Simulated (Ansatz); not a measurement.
Coupled-cluster diagnostics for the cluster Sr₄, Ansatz.

Geometry of the singlet (PBE0/def2-TZVP):

```xyz
4

Sr   -1.709    1.805    0.584
Sr   -1.106   -2.298    0.145
Sr    1.950    0.116    1.645
Sr    0.865    0.377   -2.374
```

In the def2 sets Sr takes a core potential; there is no spin–orbit coupling. Correlated methods freeze no core orbitals; core or outer-core shells of Sr are correlated, in sets that lack core-valence functions. The structure comes from a short search, and lower isomers may exist.

Question: Estimate the CCSD(T) correlation energy, the shares of MP2 and (T), T1 and the reference's ⟨S²⟩ for: charge 0, singlet, own geometry in def2-TZVPP; and the rough time on 4 threads of Arm Neoverse N1 on a shared host.

Answer: 
```csv
state,basis,correlation (eV),MP2 share (%),(T) share (%),T1,⟨S²⟩ (pure),wall time,remarks
"charge 0, singlet, own geometry",def2-TZVPP,-26.103,92.1,4.2,0.016,0.00 (0.00),2 min,restricted SCF unstable
```
Customary marks for T1 are 0.02 (closed shells), 0.045 (open shells) and about 0.05 (3d metals). T1 stays under 0.02 throughout.
